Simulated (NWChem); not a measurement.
# C2H4BF2N; SMILES C=C(F)B(N)F

```xyz
10

C     -1.1769    -1.5404     0.2488
C     -0.0713    -0.8097     0.0073
F      1.1020    -1.4507    -0.2269
B      0.0386     0.7673    -0.0012
N     -1.0751     1.5936    -0.2184
F      1.2434     1.3331     0.2183
H     -1.1486    -2.6409     0.2554
H     -2.1315    -1.0410     0.4663
H     -1.9974     1.2378    -0.4619
H     -1.0093     2.6112    -0.1838
```
Atoms are numbered in this order, from 1.

Program: NWChem. Medium grid unless said otherwise, to which SCAN and Minnesota functionals are sensitive. Geometry: optimised at PBE-D3(BJ)/def2-SVP. Total energies of different functionals are on different scales.

```csv
level,energy (Ha),highest occupied level (eV),orbital gap (eV),dipole (D)
B3LYP/def2-SVP,-357.7290,-7.16,6.33,3.65
PBE/def2-SVP,-357.3278,-6.10,4.57,3.47
"LDA (Slater exchange, VWN5)/def2-SVP",-355.0211,-6.28,4.52,3.58
MPW1K/def2-SVP,-357.6087,-8.43,8.38,3.87
PBE0/def2-SVP,-357.3431,…,…,3.71
PW6B95/def2-SVP,-358.1325,-7.55,6.94,3.74
PW91/def2-SVP,-357.6023,-6.15,4.57,3.48
TPSS/def2-SVP,-357.7640,-6.14,4.75,3.54
revPBE/def2-SVP,-357.6096,-6.05,4.59,3.44
r2SCAN0/def2-SVP,-357.4986,-7.67,7.06,3.80
```

Task: Fill in the missing entries.

Result: 
- PBE0/def2-SVP, highest occupied level (eV): -7.45
- PBE0/def2-SVP, orbital gap (eV): 6.79
